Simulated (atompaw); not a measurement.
**Mn PAW (atompaw): all-electron and pseudo phase curves**

atompaw 4.2.0.5 input, output lines left out:

```
Mn 25
GGA-PBE scalarrelativistic loggrid 1500 logderivrange -2 5 176
4 4 3 0 0 0
4 1 0
3 2 5
0 0 0
c
c
c
v
c
c
v
v
2
3.00 2.25 2.45 1.65
y
2.8
n
y
5.05
n
y
0.15
n
custom polynom2 7 10 vanderbiltortho sinc
bessel
3.00
3.00
3.00
3.00
1.25
1.25
```

The phase is arctan(r·u′/u) with u = r·R(r), unwrapped; energies in Ry, scanned from -2 to 5 Ry. A pole is an energy at which the radial function vanishes at the test radius. The pseudo phase is shifted by a multiple of π to meet the all-electron one at the reference energy, and phase errors are pseudo minus all-electron; the curves can meet again beyond the range given. Levels narrower than the energy grid can be missing from the lists of poles.

```csv
channel,radius (bohr),reference energy (Ry),"poles, all-electron","poles, pseudo",unbroken range about the reference energy with phases within 0.05 rad,phase error 1 Ry above the reference energy (rad)
s,3.00,-0.38,0.76,"0.75, 4.91",below 3.3,-0.002
p,3.00,-0.10,1.56,1.58,the whole range,+0.004
d,3.00,-0.50,"-0.42, 3.00","-0.42, 3.09",below 4.3,+0.000
```

Phases in the s channel:

```json
{"E (Ry)": "-2.00", "all-electron": "1.273", "pseudo": "1.271"}
{"E (Ry)": "-1.76", "all-electron": "1.239", "pseudo": "1.237"}
{"E (Ry)": "-1.52", "all-electron": "1.192", "pseudo": "1.190"}
{"E (Ry)": "-1.28", "all-electron": "1.120", "pseudo": "1.118"}
{"E (Ry)": "-1.04", "all-electron": "0.999", "pseudo": "0.996"}
{"E (Ry)": "-0.80", "all-electron": "0.752", "pseudo": "0.750"}
{"E (Ry)": "-0.56", "all-electron": "0.163", "pseudo": "0.162"}
{"E (Ry)": "-0.32", "all-electron": "-0.710", "pseudo": "-0.710"}
{"E (Ry)": "-0.08", "all-electron": "-1.168", "pseudo": "-1.169"}
{"E (Ry)": "0.16", "all-electron": "-1.367", "pseudo": "-1.369"}
{"E (Ry)": "0.40", "all-electron": "-1.475", "pseudo": "-1.477"}
{"E (Ry)": "0.64", "all-electron": "-1.544", "pseudo": "-1.546"}
{"E (Ry)": "0.88", "all-electron": "-1.595", "pseudo": "-1.598"}
{"E (Ry)": "1.12", "all-electron": "-1.637", "pseudo": "-1.640"}
{"E (Ry)": "1.36", "all-electron": "-1.676", "pseudo": "-1.679"}
{"E (Ry)": "1.60", "all-electron": "-1.714", "pseudo": "-1.717"}
{"E (Ry)": "1.84", "all-electron": "-1.756", "pseudo": "-1.759"}
{"E (Ry)": "2.08", "all-electron": "-1.807", "pseudo": "-1.809"}
{"E (Ry)": "2.32", "all-electron": "-1.872", "pseudo": "-1.874"}
{"E (Ry)": "2.56", "all-electron": "-1.967", "pseudo": "-1.968"}
{"E (Ry)": "2.80", "all-electron": "-2.123", "pseudo": "-2.123"}
{"E (Ry)": "3.04", "all-electron": "-2.421", "pseudo": "-2.425"}
{"E (Ry)": "3.28", "all-electron": "-3.014", "pseudo": "-3.050"}
{"E (Ry)": "3.52", "all-electron": "-3.717", "pseudo": "-3.789"}
{"E (Ry)": "3.76", "all-electron": "-4.117", "pseudo": "-4.189"}
{"E (Ry)": "4.00", "all-electron": "-4.315", "pseudo": "-4.385"}
{"E (Ry)": "4.24", "all-electron": "-4.426", "pseudo": "-4.501"}
{"E (Ry)": "4.48", "all-electron": "-4.497", "pseudo": "-4.583"}
{"E (Ry)": "4.72", "all-electron": "-4.546", "pseudo": "-4.653"}
{"E (Ry)": "4.96", "all-electron": "-4.582", "pseudo": "-4.731"}
```
